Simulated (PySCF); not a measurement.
Species: C₄H₇F₃SSi.
Cartesian coordinates in Å at the GFN2-xTB level; atoms count from 1:
```xyz
16
C4H7F3SSi angstrom
F      1.676   -0.867   -0.997
C      2.361    0.095   -0.367
F      2.236    1.196   -1.123
F      3.644   -0.250   -0.391
S      1.810    0.358    1.340
C      0.004    0.410    1.126
C     -0.720   -0.943    1.097
C     -1.876   -0.552    0.156
Si    -0.954    1.015   -0.446
H     -0.299    0.989    2.000
H     -0.095   -1.710    0.643
H     -1.033   -1.296    2.079
H     -2.116   -1.314   -0.579
H     -2.787   -0.335    0.711
H     -1.554    2.331   -0.253
H     -0.304    0.883   -1.741
```

Definitions: NICS(0) = −σiso at the ring centroid; NICS(1) = −σiso and NICS(1)zz = −σzz at ±1 Å along the ring normal z. Level: GIAO PBE0/pcSseg-1 (PySCF, non-relativistic, gas phase) on the GFN2-xTB geometry, one conformer.

Ring bond lengths (Å), with Mayer bond orders in brackets: C6–C7 1.535 (0.93), C7–C8 1.541 (1.00), C8–Si9 1.915 (0.93), Si9–C6 1.938 (0.82).

Q: Give the NICS values of each ring in ppm.

A: 
| ring | type | NICS(0) | NICS(1), two faces | NICS(1)zz, two faces | rms pucker (Å) | centre to ring atoms, mean (Å) |
| --- | --- | --- | --- | --- | --- | --- |
| C6–C7–C8–Si9 | 4-membered ring with Si; formal bonds all single | -0.8 | -1.6 / -0.4 | 2.8 / 3.6 | 0.11 | 1.22 |

Q: What do they say, and how far can they be read as aromaticity?

A: 
- C6–C7–C8–Si9: mean NICS(1)zz 3.2 ppm, deshielded. C6, C7, C8, Si9 have four or more neighbours, and the NICS criterion for π rings isn't applied.

Q: What field does 11.7 T along the ring normal induce along that normal at the first NICS(1) probe listed for ring C6–C7–C8–Si9, 1 Å off the ring?

A: NICSzz × B0 = 2.8 ppm × 11.7 T = 33 μT, along the applied field.

Q: How shielded are the nuclei of the rings and their hydrogens (means over atoms taken as equivalent)?

A: 
```tsv
atoms	environment	σ isotropic (ppm)	principal values of the symmetric part, first atom (ppm)
C6	sp3 carbon bound to sulfur	153.7	129.2, 158.1, 173.8
C7	four-membered-ring carbon	151.0	125.1, 147.2, 180.8
C8	sp3 carbon bound to silicon	180.0	162.2, 177.7, 199.9
Si9	SiH2 silicon	365.3	328.0, 341.2, 426.6
H10	methine hydrogen	28.74	23.6, 28.7, 33.9
H11	methylene hydrogen	29.06	25.7, 29.8, 31.6
H12	methylene hydrogen	28.93	24.7, 27.1, 35.1
H13	methylene hydrogen	30.33	25.9, 27.3, 37.8
H14	methylene hydrogen	30.25	26.4, 27.3, 37.0
H15	Si–H hydrogen	26.68	23.7, 24.1, 32.2
H16	Si–H hydrogen	26.62	23.0, 27.5, 29.3
```

Hardware: one thread, Arm Neoverse N1 (aarch64), no GPU, shared host. Cost: 80 s of wall time (grids of density and orbitals included), 0.91 GiB resident at most. This is the whole shielding run at PBE0/pcSseg-1, SCF included.
